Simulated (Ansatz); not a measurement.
Basis-set series for `C[CH2][Al]([CH3])[Cl]`. The species carries charge 0 and has multiplicity 1. Geometry: relaxed with PBE0-D4/def2-TZVP. It is one conformer, not always the lowest.

| functional | basis | functions | energy (Eh) | HOMO (eV) | LUMO (eV) |
| --- | --- | --- | --- | --- | --- |
| PBE0-D4 | def2-TZVPP | 289 | -821.50873 | -7.54 | -0.63 |
| PBE0-D4 | def2-QZVPP | 551 | -821.53687 | -7.56 | -0.68 |
| ωB97M-V | def2-TZVPP | 289 | -821.80345 | -9.74 | 0.96 |
| ωB97M-V | def2-QZVPP | 551 | -821.83057 | -9.75 | 0.73 |

(1) Give the rows for def2-SVP. (An estimate is asked.)

Results:

(1) Computed: 
```
functional     basis  functions  energy (Eh)  HOMO (eV)  LUMO (eV)
   PBE0-D4  def2-SVP        118   -821.13470      -7.49      -0.55
   ωB97M-V  def2-SVP        118   -821.42279      -9.67       1.15
```

Positive LUMOs are unbound and depend on the basis.
